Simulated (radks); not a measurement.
Q: Pr45+, 14 electrons, occupied as [Ne] 3s2 3p2. Method: Dirac Kohn-Sham, PBE, spin-unpolarised, spherical densities, finite nucleus; open shells fill j = l - 1/2 first; Fermi nuclear charge, rms radius 4.8919 fm; computed with a radial shooting solver on a logarithmic mesh with Libxc functionals. Some entries of the table are withheld. Estimate them.

orbital  occ.  eigenvalue (Ry)  <r^2> (bohr^2)
1s1/2       2        -3290.259       0.0007889
2s1/2       2        -703.1281         0.01210
2p1/2       2        -678.9095             (1)
2p3/2       4        -642.4256             (2)
3s1/2       2        -279.9833         0.06863
3p1/2       2              (3)             (4)
3p3/2       0              (5)             (6)

A: 
(1) 2p1/2 <r^2> (bohr^2): 0.008821
(2) 2p3/2 <r^2> (bohr^2): 0.009991
(3) 3p1/2 eigenvalue (Ry): -271.2371
(4) 3p1/2 <r^2> (bohr^2): 0.06234
(5) 3p3/2 eigenvalue (Ry): -261.8854
(6) 3p3/2 <r^2> (bohr^2): 0.06710
